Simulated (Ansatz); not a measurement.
Input (CCSDTQ/def2-SVP; Ansatz, a first-principles code):

Ansatz 0.2 input:
```yaml
crystal:
  periodic: [false, false, false]
  atoms:
    - {symbol: V, position_ang: [0.00000000, 0.00000000, 0.00000000]}
basis:
  gaussian:
    orbitals: def2-SVP
magnetization: {spin_polarized: true, initial_magnetization: 3}
correlation: {method: ccsdtq, electrons: outside_noble_gas}
scf: {lower_state_search: full}
```

Output:

```
mean field evaluation 32: about -25652.2805 eV, gradient 5.3e-2 eV
mean field evaluation 64: about -25653.5952 eV, gradient 7.5e-5 eV
mean field evaluation 96: about -25653.5921 eV, gradient 9.5e-1 eV
mean field evaluation 128: about -25653.2366 eV, gradient 1.7e0 eV
mean field evaluation 160: about -25653.5952 eV, gradient 4.4e-5 eV
mean field evaluation 192: about -25653.5840 eV, gradient 1.5e0 eV
mean field evaluation 224: about -25653.5952 eV, gradient 3.9e-3 eV
mean field evaluation 256: about -25652.2755 eV, gradient 3.5e-1 eV
mean field evaluation 288: about -25650.1684 eV, gradient 1.4e1 eV
mean field evaluation 320: about -25653.5952 eV, gradient 1.4e-2 eV
mean field evaluation 352: about -25649.8894 eV, gradient 1.1e0 eV
mean field evaluation 384: about -25651.0916 eV, gradient 6.1e-1 eV
mean field evaluation 416: about -25650.7918 eV, gradient 5.3e-1 eV
mean field evaluation 448: about -25651.0851 eV, gradient 1.2e-1 eV
mean field evaluation 480: about -25651.7717 eV, gradient 1.4e1 eV
mean field evaluation 512: about -25653.5951 eV, gradient 1.5e-2 eV
mean field evaluation 544: about -25653.5952 eV, gradient 4.8e-3 eV
mean field evaluation 576: about -25653.3969 eV, gradient 7.9e-1 eV
mean field evaluation 608: about -25653.5952 eV, gradient 1.8e-4 eV
mean field evaluation 640: about -25653.5691 eV, gradient 6.2e-1 eV
mean field evaluation 672: about -25652.2807 eV, gradient 2.0e-1 eV
mean field evaluation 704: about -25652.2841 eV, gradient 1.4e-1 eV
mean field evaluation 736: about -25652.2804 eV, gradient 5.3e-2 eV
mean field evaluation 768: about -25652.2802 eV, gradient 3.0e-1 eV
mean field evaluation 800: about -25651.0795 eV, gradient 1.8e0 eV
mean field evaluation 832: about -25651.2138 eV, gradient 1.9e-1 eV
mean field evaluation 864: about -25651.0759 eV, gradient 9.0e-1 eV
mean field evaluation 896: about -25650.2770 eV, gradient 1.3e1 eV
mean field evaluation 928: about -25649.4331 eV, gradient 1.3e1 eV
mean field evaluation 960: about -25648.9696 eV, gradient 1.3e1 eV
mean field evaluation 992: about -25648.1005 eV, gradient 2.3e1 eV
mean field evaluation 1024: about -25652.2808 eV, gradient 1.8e-4 eV
mean field -25653.59515676 eV, -942.7522333797 hartree, gradient 3.7e-7 eV, S^2 3.762630; 26 other end points of the search recorded, 0 dependent functions left out
determinant -25653.59515676 eV, -942.7522333797 hartree, with singles and doubles -25655.00729022 eV, -942.8041283269 hartree
determinant -25653.25850385 eV, -942.7398616135 hartree, with singles and doubles -25654.84688970 eV, -942.7982337168 hartree
determinant -25652.28082778 eV, -942.7039326805 hartree, with singles and doubles -25653.66439130 eV, -942.7547777019 hartree
determinant -25652.22571805 eV, -942.7019074354 hartree, with singles and doubles -25653.95802690 eV, -942.7655686113 hartree
determinant -25651.21672154 eV, -942.6648274973 hartree, with singles and doubles -25653.13775088 eV, -942.7354240234 hartree
determinant -25651.08551121 eV, -942.6600056069 hartree, with singles and doubles -25652.98339166 eV, -942.7297514269 hartree
determinant -25653.59515676 eV, -942.7522333797 hartree, with singles and doubles -25655.00823516 eV, -942.8041630529 hartree
determinant -25653.25850385 eV, -942.7398616135 hartree, with singles and doubles -25654.87614316 eV, -942.7993087614 hartree
9 core orbitals not correlated
reference -25653.59515676 eV, -942.7522333797 hartree; 4, 1 occupied and 18, 21 virtual orbitals, 313 factors
second order -1.02273258 eV of doubles, -0.00000000 eV of singles
coupled cluster: 0.12 GiB planned
cycle   1  -1.25777776 eV  change   -2.4e-1 eV  update   6.6e-2
cycle   2  -1.44212821 eV  change   -1.8e-1 eV  update   3.5e-2
cycle   3  -1.44182682 eV  change    3.0e-4 eV  update   7.3e-3
cycle   4  -1.44886822 eV  change   -7.0e-3 eV  update   4.6e-3
cycle   5  -1.45354169 eV  change   -4.7e-3 eV  update   3.1e-3
cycle   6  -1.45519211 eV  change   -1.7e-3 eV  update   1.9e-3
cycle   7  -1.45620994 eV  change   -1.0e-3 eV  update   1.2e-3
cycle   8  -1.45546677 eV  change    7.4e-4 eV  update   7.3e-4
cycle   9  -1.45578602 eV  change   -3.2e-4 eV  update   5.1e-4
cycle  10  -1.45555208 eV  change    2.3e-4 eV  update   2.2e-4
cycle  11  -1.45570339 eV  change   -1.5e-4 eV  update   1.7e-4
cycle  12  -1.45578027 eV  change   -7.7e-5 eV  update   1.2e-4
cycle  13  -1.45582270 eV  change   -4.2e-5 eV  update   6.9e-5
cycle  14  -1.45583663 eV  change   -1.4e-5 eV  update   3.8e-5
cycle  15  -1.45584178 eV  change   -5.2e-6 eV  update   2.7e-5
cycle  16  -1.45584245 eV  change   -6.7e-7 eV  update   2.3e-5
cycle  17  -1.45584840 eV  change   -5.9e-6 eV  update   2.1e-5
cycle  18  -1.45584744 eV  change    9.6e-7 eV  update   1.2e-5
cycle  19  -1.45584844 eV  change   -1.0e-6 eV  update   1.4e-5
cycle  20  -1.45585179 eV  change   -3.4e-6 eV  update   1.1e-5
cycle  21  -1.45585443 eV  change   -2.6e-6 eV  update   5.2e-6
cycle  22  -1.45585542 eV  change   -9.9e-7 eV  update   1.9e-6
cycle  23  -1.45585608 eV  change   -6.6e-7 eV  update   7.0e-7
cycle  24  -1.45585575 eV  change    3.3e-7 eV  update   3.7e-7
Total energy: -25655.05101251 eV, -942.8057350917 hartree
```
